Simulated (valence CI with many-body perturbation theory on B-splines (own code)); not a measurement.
# Dy34+: calculated level list

Method: configuration interaction combined with many-body perturbation theory (CI+MBPT): four valence electrons over a frozen Dirac-Fock core [Ar] 3d10, radial functions for each j: 11 s, 11 p, 10 d, 8 f, 5 g, 2 h, with the one-electron correlation potential Σ1, the two-electron term Σ2, the three-electron term Σ3, Breit, model QED; selected CI, second order for the rest, scaled by the run's own slope (own B-spline code, finite nucleus).

The last digits are not significant, and no measured levels were compared; by estimate large intervals hold to a few tenths of a per cent, small ones and those within an open d or f shell to about a per cent. Among the levels kept, up to 400 cm⁻¹ of a level comes from second order outside the variational space, and about a tenth of that is noise between levels of different J, which matters for small intervals.

Levels 136 to 180 of 187, with energies above the lowest level, (4s^2 4p1/2^2) J=0. "Leading %" is the weight of the configuration and term that name the level; weights of strongly mixed levels are sums over their largest components and can fall short. In the jj column 3d3/2^4 stands for four electrons in 3d with j = 3/2. Lifetimes count E1, E2, E3, M1 and M2 decay at the calculated energies, and are blank where another channel may lead or the interval is too uncertain; long ones can be off by a factor of two.

```csv
No.,Configuration,Term,J,E (eV),Leading %,Second component,Lifetime,Leading jj
136,4s 4p 4d2,5P°,1,440.04,40,14 % 4s 4p 4d2 5F°,1.87 ps,4s 4p1/2 4d3/2 4d5/2 (64 %)
137,4s 4p 4d2,5D°,2,440.91,18,16 % 4s 4p 4d2 3P°,1.49 ps,4s 4p1/2 4d3/2^2 (37 %)
138,4p3 4d,3D°,3,441.30,32,12 % 4p3 4d 5D°,6.47 ps,4p1/2 4p3/2^2 4d5/2 (53 %)
139,4p3 4d,5D°,4,442.38,32,22 % 4p3 4d 1G°,3.93 ps,4p1/2 4p3/2^2 4d5/2 (57 %)
140,4p3 4d,3F°,2,443.25,46,18 % 4p3 4d 1D°,3.99 ps,4p1/2 4p3/2^2 4d3/2 (66 %)
141,4p3 4d,3F°,4,443.57,39,14 % 4s 4p 4d2 5G°,6.03 ps,4p1/2 4p3/2^2 4d5/2 (50 %)
142,4p3 4d,3D°,3,445.17,16,10 % 4p3 4d 1F°,1.74 ps,4p1/2 4p3/2^2 4d3/2 (38 %)
143,4s 4p 4d2,3H°,4,446.36,43,13 % 4p3 4d 3G°,7.70 ps,4s 4p1/2 4d3/2 4d5/2 (42 %)
144,4p3 4d,1P°,1,446.78,27,12 % 4p3 4d 3S°,1.56 ps,4p1/2 4p3/2^2 4d3/2 (39 %)
145,4p3 4d,3P°,2,446.91,16,11 % 4s 4p 4d2 5F°,1.48 ps,4p1/2 4p3/2^2 4d3/2 (37 %)
146,4s 4p 4d2,3G°,3,449.14,40,10 % 4p3 4d 3D°,3.31 ps,4s 4p1/2 4d3/2 4d5/2 (45 %)
147,4p3 4d,3G°,5,449.39,27,24 % 4s 4p 4d2 5G°,5.52 ps,4s 4p1/2 4p3/2 4f7/2 (30 %)
148,4s 4p 4d2,5D°,4,449.82,27,12 % 4s 4p2 4f 5D°,3.55 ps,4s 4p1/2 4d5/2^2 (41 %)
149,4s 4p 4d2,3F°,2,450.45,28,12 % 4p3 4d 3D°,2.49 ps,4p1/2 4p3/2^2 4d3/2 (21 %)
150,4s 4p 4d2,5D°,3,450.48,29,12 % 4s 4p 4d2 5F°,1.39 ps,4s 4p1/2 4d3/2 4d5/2 (74 %)
151,4p3 4d,3P°,0,451.86,45,24 % 4p3 4d 1S°,2.98 ps,4p1/2 4p3/2^2 4d5/2 (65 %)
152,4s 4p2 4f,5F°,1,452.07,34,15 % 4s 4p2 4f 3D°,2.65 ps,4s 4p1/2 4p3/2 4f5/2 (51 %)
153,4s 4p2 4f,3D°,2,452.10,12,11 % 4s 4p2 4f 5F°,3.02 ps,4s 4p1/2 4p3/2 4f5/2 (37 %)
154,4s 4p2 4f,5G°,3,453.36,32,13 % 4s 4p2 4f 5F°,1.90 ps,4s 4p1/2 4p3/2 4f5/2 (65 %)
155,4s 4p2 4f,5G°,5,453.42,30,29 % 4p3 4d 3G°,5.01 ps,4s 4p1/2 4p3/2 4f7/2 (53 %)
156,4s 4p 4d2,5D°,2,453.51,14,14 % 4s 4p 4d2 5P°,1.45 ps,4s 4p1/2 4d3/2 4d5/2 (52 %)
157,4s 4p 4d2,3D°,1,453.74,27,20 % 4s 4p2 4f 5F°,2.14 ps,4s 4p1/2 4d3/2 4d5/2 (26 %)
158,4s 4p 4d2,5D°,4,453.82,14,12 % 4s 4p2 4f 5D°,1.79 ps,4s 4p1/2 4d3/2 4d5/2 (43 %)
159,4p3 4d,3D°,1,454.03,22,15 % 4p3 4d 3P°,1.64 ps,4p1/2 4p3/2^2 4d3/2 (28 %)
160,4s 4p2 4f,5F°,2,454.10,16,16 % 4s 4p 4d2 5D°,1.97 ps,4s 4p1/2 4d3/2 4d5/2 (32 %)
161,4s 4p2 4f,5G°,4,454.32,40,8 % 4s 4p2 4f 3F°,2.77 ps,4s 4p1/2 4p3/2 4f5/2 (53 %)
162,4s 4p2 4f,5F°,5,454.94,21,15 % 4s 4p 4d2 5G°,4.19 ps,4s 4p1/2 4p3/2 4f7/2 (45 %)
163,4s 4p2 4f,3F°,3,455.42,14,12 % 4s 4p2 4f 3G°,3.86 ps,4s 4p1/2 4p3/2 4f7/2 (52 %)
164,4p3 4d,3D°,2,455.59,20,12 % 4s 4p 4d2 5P°,2.57 ps,4p1/2 4p3/2^2 4d5/2 (43 %)
165,4p3 4d,3S°,1,457.28,27,16 % 4p3 4d 1P°,1.93 ps,4p1/2 4p3/2^2 4d5/2 (46 %)
166,4s 4p2 4f,3H°,6,458.07,47,46 % 4s 4p2 4f 5G°,8.13 ps,4s 4p1/2 4p3/2 4f7/2 (89 %)
167,4p3 4d,3P°,2,458.37,27,20 % 4p3 4d 3D°,2.92 ps,4p1/2 4p3/2^2 4d5/2 (56 %)
168,4p3 4d,3D°,1,458.59,24,17 % 4p3 4d 1P°,1.45 ps,4p1/2 4p3/2^2 4d3/2 (50 %)
169,4s 4p 4d2,3G°,3,458.92,15,8 % 4p3 4d 3D°,1.77 ps,4s 4p1/2 4d3/2 4d5/2 (28 %)
170,4s 4p2 4f,3G°,5,459.19,37,26 % 4s 4p2 4f 5F°,2.85 ps,4s 4p1/2 4p3/2 4f7/2 (48 %)
171,4p3 4d,1F°,3,459.72,16,12 % 4s 4p 4d2 5D°,2.27 ps,4s 4p1/2 4d5/2^2 (42 %)
172,4p3 4d,3P°,2,459.91,16,11 % 4s 4p 4d2 3D°,2.18 ps,4s 4p1/2 4d5/2^2 (30 %)
173,4s 4p2 4f,3G°,4,460.09,27,17 % 4s 4p2 4f 5D°,2.09 ps,4s 4p1/2 4p3/2 4f5/2 (51 %)
174,4s 4p 4d2,3P°,0,460.26,53,17 % 4s 4p 4d2 1S°,1.51 ps,4s 4p1/2 4d3/2 4d5/2 (51 %)
175,4s 4p2 4f,3F°,3,460.53,22,17 % 4s 4p2 4f 5D°,2.59 ps,4s 4p1/2 4p3/2 4f5/2 (48 %)
176,4s 4p2 4f,5D°,2,461.34,32,14 % 4s 4p2 4f 3D°,2.77 ps,4s 4p1/2 4p3/2 4f5/2 (47 %)
177,4s 4p2 4f,5D°,1,461.62,44,26 % 4s 4p2 4f 3P°,3.12 ps,4s 4p1/2 4p3/2 4f5/2 (78 %)
178,4p3 4d,3F°,3,461.66,23,14 % 4p3 4d 3D°,2.68 ps,4p1/2 4p3/2^2 4d5/2 (46 %)
179,4s 4p2 4f,5D°,0,461.72,50,38 % 4s 4p2 4f 3P°,3.24 ps,4s 4p1/2 4p3/2 4f5/2 (84 %)
180,4s 4p 4d2,3F°,2,462.54,18,8 % 4p3 4d 1D°,1.39 ps,4s 4p1/2 4d3/2 4d5/2 (33 %)
```

Where two levels of one J and parity lie close, their mixing, g and order are uncertain.
